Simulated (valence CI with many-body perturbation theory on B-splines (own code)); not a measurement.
## Ru XII: electric-dipole lines

Level of theory: relativistic CI+MBPT: five valence electrons over a frozen Dirac-Fock core [Ar] 3d10, radial functions for each j: 11 s, 11 p, 10 d, 8 f, 5 g, 2 h, with the one-electron correlation potential Σ1, the two-electron term Σ2, the three-electron term Σ3, Breit, model QED; selected CI, second order for the rest, scaled by the run's own slope (own B-spline code, finite nucleus).

No measured spectrum was set against this ion. As an estimate, levels hold to about 250 cm⁻¹ or 0.2 % of their energy and the worst to 1 %, as in measured heavy ions of charge 2 to 7; those with d or f electrons hold less well. Among the levels kept, up to 2600 cm⁻¹ of a level comes from second order outside the variational space, and about a tenth of that is noise between levels of different J, which matters for small intervals.

Lines 1 to 50 of 544 in falling wavelength, among levels below 956930 cm⁻¹, chosen from the strongest by gf and those to the six lowest levels. Wavelengths and rates use the calculated energies, so an error of 800 cm⁻¹ moves a line at 1025 Å by 0.82 % and its rate by three times that or more. Electric multipoles are in the length gauge, E1 and E2 with the static RPA response of the core. Weak lines are less certain than strong ones. Lines between different terms over intervals too small for the method are left out, as are lines whose strength nearly cancels. Where a level lies close to another of its J and parity, the split of strength between their lines is uncertain. The highest levels of a list are the least certain.

Names give the largest LS component (configuration and term), which can be under half, so a name can repeat, a term be missing and a line seem to break the LS rules; names also repeat where a configuration has a term twice. Letters in brackets count levels of one name in rising energy.

```csv
λ vac (Å),Upper,Lower,A (s⁻¹),S (a.u.) with core polarisation,S without
1025,4s²4p²5p ²S°_1/2,4s²4p²5s ⁴P_3/2,7.19e+08,7.66e-01,7.75e-01
1015,4s²4p²5p ²D°_3/2,4s²4p²5s ²P_1/2,4.50e+08,9.30e-01,9.41e-01
1006,4s²4p²5p ⁴D°_1/2,4s²4p²5s ⁴P_1/2,1.44e+09,1.44e+00,1.46e+00
950.9,4s²4p²5p ²D°_3/2,4s²4p²5s ⁴P_3/2,8.10e+08,1.37e+00,1.39e+00
858.8,4s²4p²5p ⁴D°_3/2,4s²4p²5s ⁴P_1/2,2.24e+09,2.80e+00,2.83e+00
513.0,4s4p⁴ ⁴P_3/2,4s²4p³ ²P°_3/2,7.90e+07,2.11e-02,2.33e-02
455.5,4s4p⁴ ⁴P_5/2,4s²4p³ ²D°_5/2,1.89e+08,5.28e-02,5.84e-02
447.4,4s4p⁴ ⁴P_1/2,4s²4p³ ²P°_1/2,2.13e+08,1.88e-02,2.08e-02
432.4,4s4p⁴ ⁴P_5/2,4s²4p³ ²D°_3/2,3.86e+08,9.24e-02,1.02e-01
432.4,4p⁵ ²P°_3/2,4s4p⁴ ²P_3/2,3.34e+09,5.33e-01,5.90e-01
431.1,4p⁵ ²P°_1/2,4s4p⁴ ²P_1/2,3.31e+09,2.61e-01,2.90e-01
416.0,4s4p⁴ ⁴P_3/2,4s²4p³ ²D°_5/2,9.39e+07,1.33e-02,1.47e-02
411.9,4s4p⁴ ²D_5/2,4s²4p³ ²P°_3/2,1.15e+09,2.37e-01,2.62e-01
396.0,4s4p³4d ⁴F°_9/2 [a],4s²4p²4d ⁴F_9/2,7.75e+08,2.38e-01,2.63e-01
388.5,4s4p⁴ ⁴P_1/2,4s²4p³ ²D°_3/2,1.38e+08,8.00e-03,8.86e-03
387.1,4s4p⁴ ²D_3/2,4s²4p³ ²P°_1/2,3.77e+08,4.31e-02,4.78e-02
379.4,4s4p⁴ ⁴P_5/2,4s²4p³ ⁴S°_3/2,2.36e+09,3.82e-01,4.22e-01
378.8,4p⁵ ²P°_1/2,4s4p⁴ ²P_3/2,4.64e+09,2.49e-01,2.76e-01
372.5,4s4p³4d ⁴G°_11/2,4s²4p²4d ⁴F_9/2,2.62e+09,8.01e-01,8.92e-01
367.3,4p⁵ ²P°_3/2,4s4p⁴ ²D_5/2,6.33e+09,6.19e-01,6.85e-01
364.8,4s4p³4d ⁴G°_9/2,4s²4p²4d ⁴F_7/2,2.70e+09,6.47e-01,7.20e-01
362.4,4s4p³4d ²F°_7/2 [a],4s²4p²4d ⁴P_5/2,9.76e+08,1.83e-01,2.05e-01
358.6,4s4p³4d ⁴F°_5/2 [c],4s²4p²4d ²P_3/2 [a],1.43e+09,1.96e-01,2.18e-01
357.6,4s4p³4d ⁴S°_3/2,4s²4p²4d ⁴P_5/2,2.95e+09,2.67e-01,2.94e-01
357.1,4p⁵ ²P°_3/2,4s4p⁴ ²D_3/2,2.44e+09,2.19e-01,2.42e-01
356.5,4s4p⁴ ²D_3/2,4s²4p³ ²D°_5/2,8.24e+07,7.37e-03,8.11e-03
355.8,4s4p³4d ²G°_9/2 [a],4s²4p²4d ⁴F_9/2,9.47e+08,2.11e-01,2.34e-01
355.3,4s4p³4d ⁴F°_9/2 [b],4s²4p²4d ⁴D_7/2,1.22e+09,2.69e-01,2.99e-01
352.4,4s4p⁴ ²P_3/2,4s²4p³ ²P°_3/2,1.49e+09,1.29e-01,1.42e-01
351.6,4s4p³4d ⁴G°_7/2,4s²4p²4d ⁴F_5/2,3.09e+09,5.31e-01,5.90e-01
351.5,4s4p⁴ ⁴P_3/2,4s²4p³ ⁴S°_3/2,3.80e+09,3.26e-01,3.59e-01
351.2,4s4p³4d ⁴D°_7/2 [c],4s²4p²4d ⁴P_5/2,1.20e+09,2.04e-01,2.28e-01
348.9,4s4p³4d ²G°_9/2 [a],4s²4p²4d ²F_7/2 [a],1.81e+09,3.78e-01,4.22e-01
348.3,4s4p³4d ²F°_7/2 [c],4s²4p²4d ²F_7/2 [b],3.41e+09,5.70e-01,6.31e-01
346.9,4s4p⁴ ²D_5/2,4s²4p³ ²D°_5/2,5.17e+09,6.39e-01,7.06e-01
345.1,4s4p⁴ ⁴P_1/2,4s²4p³ ⁴S°_3/2,4.03e+09,1.64e-01,1.80e-01
345.0,4s4p³4d ⁴D°_7/2 [c],4s²4p²4d ²G_7/2,1.47e+09,2.39e-01,2.65e-01
344.3,4s4p³4d ⁴G°_5/2,4s²4p²4d ⁴F_3/2,3.30e+09,3.99e-01,4.44e-01
342.2,4s4p⁴ ²D_3/2,4s²4p³ ²D°_3/2,7.42e+09,5.87e-01,6.47e-01
341.5,4s4p³4d ⁴F°_5/2 [b],4s²4p²4d ⁴D_5/2,1.59e+09,1.87e-01,2.08e-01
340.9,4s4p³4d ⁴F°_7/2 [b],4s²4p²4d ⁴D_5/2,1.37e+09,2.14e-01,2.38e-01
340.2,4s4p³4d ²G°_7/2 [a],4s²4p²4d ²F_5/2 [a],1.85e+09,2.87e-01,3.19e-01
338.0,4s4p³4d ²F°_5/2 [d],4s²4p²4d ²F_5/2 [b],2.93e+09,3.35e-01,3.72e-01
335.1,4s4p³4d ²G°_9/2 [b],4s²4p²4d ²G_9/2,8.98e+09,1.67e+00,1.85e+00
333.5,4s4p³4d ²F°_5/2 [a],4s²4p²4d ²P_3/2 [a],1.71e+09,1.87e-01,2.09e-01
333.4,4s4p³4d ²D°_5/2 [c],4s²4p²4d ²P_3/2 [b],1.94e+09,2.13e-01,2.38e-01
333.0,4s4p³4d ²D°_3/2 [d],4s²4p²4d ²D_5/2 [b],2.54e+09,1.85e-01,2.05e-01
332.4,4s4p³4d ²F°_5/2 [d],4s²4p²4d ²D_5/2 [b],1.57e+09,1.71e-01,1.90e-01
332.0,4s4p⁴ ²S_1/2,4s²4p³ ²P°_1/2,7.49e+09,2.71e-01,2.99e-01
331.3,4s4p³4d ⁴D°_7/2 [b],4s²4p²4d ⁴D_5/2,1.26e+09,1.81e-01,2.01e-01
```
